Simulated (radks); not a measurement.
Q: The tantalum ion Ta6+ is in [Xe] 4f13. All-electron calculation, scalar-relativistic Kohn-Sham, PBEsol, spin-polarised, spherical densities, finite nucleus; Fermi nuclear charge, rms radius of each element as measured or else 0.836 A^(1/3) + 0.57 fm. Program: a radial shooting solver on a logarithmic mesh with Libxc functionals. Open shells are filled with parallel spins first. One electron is removed from 5s, 4d, 5p, 4f in turn, with full relaxation. Which removal costs least, and what does each cost?

A: 4f 121.72 eV; 5p 123.14 eV; 5s 160.23 eV; 4d 320.97 eV. The 4f electron leaves first.
